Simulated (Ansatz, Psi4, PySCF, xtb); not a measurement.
Complex: AsH3 (SMILES [AsH3]) (first 4 atoms) with H4OSi (SMILES O[SiH3]); geometry from B3LYP-D3(BJ)/def2-TZVP, rigid monomers moved along the line of their centres of mass till As1···H7 is 2.37 Å.
(charge 0, multiplicity 1):
```
atom    x (Å)    y (Å)    z (Å)
----  -------  -------  -------
As    -0.3709  -0.1267  -0.2445
H     -1.8275  -0.1872  -0.6745
H      0.1498  -0.5095  -1.6204
H     -0.2570   1.3649  -0.5151
O      0.6779  -1.3069   2.6630
Si     0.5550  -0.0482   3.7197
H      0.4190  -1.1388   1.7475
H      1.4400   1.0832   3.3410
H      0.9601  -0.5717   5.0399
H     -0.8332   0.4757   3.7960
```

Monomers are frozen at their geometry in the pair; levels with a basis set take the counterpoise correction. Rows marked so take none.

Correlated levels freeze the cores. Filled d and f shells under p-block atoms count as core. Rows in 3-21G, 6-31G* carry no dispersion term and start afresh at each structure (6-31G* with six Cartesian d functions); the Pople sets are all-electron and without relativity. MP2/6-31G* freezes PySCF's default core, which leaves 3d correlated.

Programs: Ansatz (an electronic-structure program) with Gaussian orbitals; Psi4 for SAPT; PySCF for 3-21G rows, 6-31G* rows, the dispersion terms; xtb for the GFN methods. Values without a source in brackets are computed.

```csv
level,interaction energy (kcal/mol)
GFN1-xTB,-4.10
HF/3-21G (no counterpoise),0.11
B3LYP/6-31G* (no counterpoise),-1.09
PBE0-D3(BJ)/def2-TZVPPD,-3.16
M06-2X/6-31G* (no counterpoise),-2.11
MP2/6-31G*,0.09
MP2/6-31G* (no counterpoise),-1.80
MP2/def2-SVPD,?
SAPT0/aug-cc-pVDZ,?
```

Task: Fill in the missing entries.

Result: 
- MP2/def2-SVPD, interaction energy (kcal/mol): -1.26
- SAPT0/aug-cc-pVDZ, interaction energy (kcal/mol): -1.92
